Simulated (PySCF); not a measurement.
PBE on Ge⁻ (germanium, charge -1), [Ar] 3d10 4s2 4p3, high-spin 4S determinant. Computed with PySCF 2.14 in aug-cc-pVDZ-PP with ECP10MDF, with a scalar-relativistic core potential.

```
cycle= 1 E= -294.565625732363  delta_E= -0.00957  |g|= 0.0628  |ddm|= 0.385
cycle= 2 E= -294.565859791402  delta_E= -0.000234  |g|= 0.0451  |ddm|= 0.166
cycle= 3 E= -294.566747292449  delta_E= -0.000888  |g|= 0.0104  |ddm|= 0.139
cycle= 4 E= -294.566917826203  delta_E= -0.000171  |g|= 0.000361  |ddm|= 0.0473
cycle= 5 E= -294.566918104485  delta_E= -2.78e-07  |g|= 7.3e-06  |ddm|= 0.00188
cycle= 6 E= -294.566918104588  delta_E= -1.03e-10  |g|= 1.58e-07  |ddm|= 3.94e-05
converged SCF energy = -294.566918104588  <S^2> = 3.750646  2S+1 = 4.000323
```

Highest occupied orbital energy: 1.168 eV; ⟨L²⟩ = 0.00; populations by l: s 4.00, p 9.00, d 10.00.

Task: Can this result be used?

Result: With care. The calculation finished and met its thresholds. Energies and moments cover only the electrons outside the core potential. At PBE the highest occupied level has a positive energy, so only the finite basis holds that electron; in a semilocal or global hybrid functional this comes from self-interaction and does not mean that the real anion is unbound.
